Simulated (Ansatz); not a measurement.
`C=C(C)[TeH]` + `CBN` → `CB(N)[TeH]` + `C=CC`  (formal exchange of groups at a Te–C bond)

Isolated molecules relaxed with PBE0-D4/def2-TZVP in Ansatz; ΔE leaves out vibrations. CCSD(T)/CBS is the MP2 limit (def2-TZVPP, def2-QZVPP) plus CCSD(T) − MP2 in def2-TZVPP, frozen cores. Functionals use def2-TZVPP. def2 core potentials past Kr. For Te outer-core shells are correlated without core-valence functions, which leaves a few kJ/mol of doubt a bond. One conformer a species, not always the lowest.

`C=C(C)[TeH]`:

Cartesian coordinates in Å:
```
C -0.427 -0.439 1.449
C 0.002 0.135 0.332
C -0.312 -0.361 -1.038
Te 1.102 1.934 0.472
H -0.166 -0.075 2.436
H -1.069 -1.315 1.400
H -0.907 -1.277 -0.988
H -0.864 0.388 -1.612
H 0.604 -0.578 -1.595
H 2.035 1.588 -0.856
```

`CBN`:

Z-matrix (Å, degrees):
```
C
B 1 1.568
H 1 1.095 2 110.4
H 1 1.096 2 110.3 3 116.2
H 1 1.094 2 114.3 3 -121.9
N 2 1.392 1 122.0 3 122.1
H 2 1.202 1 121.0 3 -57.9
H 6 1.005 2 123.2 1 180.0
H 6 1.007 2 123.1 1 -0.0
```

`CB(N)[TeH]`:

Z-matrix (Å, degrees):
```
C
B 1 1.570
H 1 1.094 2 111.3
H 1 1.094 2 112.4 3 120.9
H 1 1.094 2 111.2 3 -118.3
N 2 1.391 1 122.2 3 -121.2
Te 2 2.186 1 117.5 3 58.8
H 6 1.005 2 124.4 1 -180.0
H 6 1.007 2 121.7 1 -0.0
H 7 1.659 2 94.9 1 180.0
```

`C=CC`:

Cartesian coordinates in Å:
```
C 0.843 -1.034 0.375
C -0.166 -0.181 0.485
C -0.531 0.850 -0.526
H 1.492 -1.032 -0.496
H 1.057 -1.763 1.147
H -0.789 -0.221 1.377
H -1.554 0.703 -0.885
H -0.494 1.855 -0.092
H 0.142 0.823 -1.385
```

(1) Is it downhill or uphill in electronic energy at CCSD(T)/CBS, and by how much? (Best estimate.)

(2) What do these levels give: PBE-D4, ωB97M-V, PBE, r2SCAN, CCSD(T)/def2-TZVPP, MP2/def2-QZVPP? (An estimate is asked.)

Largest T1 diagnostic among the species: 0.011.

## Answers

(1) Computed: Downhill: ΔE = -78.7 kJ/mol.

(2) Ansatz gave: PBE-D4 -77.0, ωB97M-V -78.8, PBE -77.7, r2SCAN -80.2, CCSD(T)/def2-TZVPP -77.0, MP2/def2-QZVPP -76.8 kJ/mol.

In def2-TZVPP, CCSD(T) changes the Hartree–Fock value by +9.4 kJ/mol (the triples alone add +1.9 kJ/mol) and MP2 by +10.2 kJ/mol. From PBE to PBE0 (25 % exact exchange), in def2-TZVPP and without D4, ΔE moves by −4.7 kJ/mol.
